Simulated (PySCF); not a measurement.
## `F[C@@H]1CC[S@+]1[AlH3-]`, C$_{3}$H$_{8}$AlFS

Geometry:
| atom | x (Å) | y (Å) | z (Å) |
| --- | --- | --- | --- |
| F1 | 0.127 | 1.541 | 1.058 |
| C2 | -0.749 | 1.141 | 0.089 |
| C3 | -1.388 | -0.213 | 0.379 |
| C4 | -0.635 | -0.995 | -0.700 |
| S5 | 0.147 | 0.516 | -1.370 |
| Al6 | 2.095 | 0.046 | 0.162 |
| H7 | -1.409 | 1.988 | -0.118 |
| H8 | -2.467 | -0.201 | 0.228 |
| H9 | -1.168 | -0.548 | 1.392 |
| H10 | -1.254 | -1.487 | -1.445 |
| H11 | 0.122 | -1.685 | -0.314 |
| H12 | 2.612 | 1.518 | 0.119 |
| H13 | 1.449 | -0.616 | 1.431 |
| H14 | 2.517 | -1.004 | -0.934 |

Level of theory: TDDFT CAM-B3LYP/def2-SVPD circular dichroism and optical rotation, one conformer, gas phase in PySCF. Geometry: GFN2-xTB.

Draw the ECD and absorption spectra from the lowest 12 states, each a Gaussian of half-width 0.2 eV at 1/e height.


```
E (eV)  λ (nm)  Δε (L mol⁻¹ cm⁻¹)  ε (L mol⁻¹ cm⁻¹)
  5.04     246               0.00             0.075
  5.19     239               0.00              1.82
  5.34     232              +0.03              14.3
  5.49     226              +0.08              36.5
  5.64     220              +0.07              30.4
  5.79     214              -0.05              14.5
  5.94     209              -1.19               135
  6.09     204              -5.03              1040
  6.24     199              +1.24              3100
  6.39     194             +21.91              3680
  6.54     190             +19.19              1740
  6.69     185              +3.49               601
  6.84     181              -2.54              1530
  6.99     177              -4.23              4140
  7.14     174              -0.83              8220
  7.29     170              -0.47             12100
  7.44     167             -20.39              9720
  7.59     163              -6.50              9370
```
Δε uses R in velocity form, ε uses f in length form. Only the states computed contribute, so the short-wavelength end is incomplete.

The sign of the CD band at 224 nm isn't settled: the length form gives the opposite one.
